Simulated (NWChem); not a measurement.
System: AlHSF$_{2}$; SMILES [F][Al]([F])[SH]

```xyz
5

Al    -0.0148     0.4591     0.0000
F     -1.4198     1.3176     0.0000
F      1.4205     1.2702     0.0000
S     -0.0683    -1.7141     0.0000
H      1.2788    -1.8342     0.0000
```
Atoms are numbered in this order, from 1.

Program: NWChem. Pople sets run with spherical d functions. The geometry was optimised at B3LYP/6-31G* (spherical d). Level M06-2X/6-31G*: energy and gradient on several grids; changes count from the extra-fine grid, which is no exact limit either.

Which is the coarsest grid (medium; fine; xfine; xcoarse; coarse) from which on the energy stays within 100 μHa and each gradient component within 200 μHa/bohr of xfine?

fine.
```tsv
grid	size of the energy change (μHa)	largest change of a gradient component (μHa/bohr)
xcoarse	40000	1000
coarse	2000	400
medium	< 10	300
fine	< 10	70
xfine	< 10	< 30
```
